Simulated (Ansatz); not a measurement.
Job for Ansatz (a program for electronic structure): U-CCSD(T)/def2-TZVPP on ZnO, 2S+1 = 3, a spin state set in the input, which need not be the lowest, a point of a bond scan (R = 1.866 Å).

Ansatz 0.2 input:
```yaml
crystal:
  periodic: [false, false, false]
  atoms:
    - {symbol: Zn, position_ang: [0.00000000, 0.00000000, 0.00000000]}
    - {symbol: O, position_ang: [0.00000000, 0.00000000, 1.86611200]}
basis:
  gaussian:
    orbitals: def2-TZVPP
magnetization: {spin_polarized: true, initial_magnetization: 2}
correlation: {method: ccsd_t, electrons: valence}
output: {orbitals: {seedname: ./end}}
```

Output:

```
WARN ansatz: RAYON_NUM_THREADS=2 ignored (pool sized by the plan → 2); use --threads N
Functional definition: HF
integrals: 0.15 GiB planned
657 factors; integrals over basis functions are off by at most 8.6e-4 eV
mean field: 0.25 GiB planned
mean field evaluation 1: about -50411.4667 eV, gradient 1.5e1 eV
mean field evaluation 2: about -50411.4776 eV, gradient 1.5e1 eV
mean field evaluation 4: about -50412.7218 eV, gradient 2.8e0 eV
mean field evaluation 8: about -50412.8409 eV, gradient 2.4e-1 eV
mean field evaluation 16: about -50401.7430 eV, gradient 5.8e1 eV
mean field evaluation 32: about -50412.8431 eV, gradient 6.7e-3 eV
mean field evaluation 64: about -50411.5376 eV, gradient 3.1e-2 eV
mean field evaluation 96: about -50412.3906 eV, gradient 7.0e0 eV
mean field evaluation 128: about -50411.6483 eV, gradient 1.5e1 eV
mean field evaluation 160: about -50410.5377 eV, gradient 1.1e1 eV
mean field evaluation 192: about -50411.5376 eV, gradient 1.5e-2 eV
mean field evaluation 224: about -50408.7808 eV, gradient 1.4e-1 eV
mean field evaluation 256: about -50407.4766 eV, gradient 4.5e-3 eV
mean field evaluation 288: about -50412.7214 eV, gradient 2.8e0 eV
mean field evaluation 320: about -50408.4533 eV, gradient 4.2e-1 eV
mean field evaluation 352: about -50411.5243 eV, gradient 7.5e-2 eV
mean field evaluation 384: about -50410.7451 eV, gradient 2.2e1 eV
mean field evaluation 416: about -50405.3356 eV, gradient 3.2e0 eV
mean field evaluation 448: about -50408.1367 eV, gradient 6.6e0 eV
mean field evaluation 480: about -50408.5105 eV, gradient 9.8e-1 eV
mean field evaluation 512: about -50401.0238 eV, gradient 2.9e-1 eV
mean field evaluation 544: about -50400.8854 eV, gradient 2.5e-2 eV
mean field -50412.84297337 eV, -1852.6378082190 hartree, gradient 2.6e-6 eV, S^2 2.020276; 13 other end points of the search recorded, 0 dependent functions left out
determinant -50412.84297337 eV, -1852.6378082190 hartree, with singles and doubles -50437.97512978 eV, -1853.5613979319 hartree
determinant -50411.53764067 eV, -1852.5898381270 hartree, with singles and doubles -50436.52336910 eV, -1853.5080467112 hartree
determinant -50410.43909064 eV, -1852.5494671581 hartree, with singles and doubles -50435.15726291 eV, -1853.4578432345 hartree
determinant -50408.62674648 eV, -1852.4828647387 hartree, with singles and doubles -50433.70930178 eV, -1853.4046316443 hartree
6 core orbitals not correlated
reference -50412.84297337 eV, -1852.6378082190 hartree; 14, 12 occupied and 75, 77 virtual orbitals, 657 factors
second order -27.04980472 eV of doubles, -0.00000000 eV of singles
coupled cluster: 0.53 GiB planned
cycle   1  -25.17010282 eV  change    -2.5e0 eV  update   2.4e-2
cycle   2  -25.19736093 eV  change   -2.7e-2 eV  update   6.5e-3
cycle   3  -25.19713308 eV  change    2.3e-4 eV  update   4.3e-3
cycle   4  -25.19966622 eV  change   -2.5e-3 eV  update   1.5e-3
cycle   5  -25.19853325 eV  change    1.1e-3 eV  update   8.2e-4
cycle   6  -25.20006936 eV  change   -1.5e-3 eV  update   4.4e-4
cycle   7  -25.20018454 eV  change   -1.2e-4 eV  update   2.1e-4
cycle   8  -25.20006411 eV  change    1.2e-4 eV  update   8.8e-5
cycle   9  -25.20011004 eV  change   -4.6e-5 eV  update   4.0e-5
cycle  10  -25.20008513 eV  change    2.5e-5 eV  update   1.8e-5
perturbative correction -0.61328375 eV, -0.0225377620 hartree
Total energy: -50438.65634225 eV, -1853.5864320283 hartree
```

The run converged.

Cost: roughly 40 core-seconds.
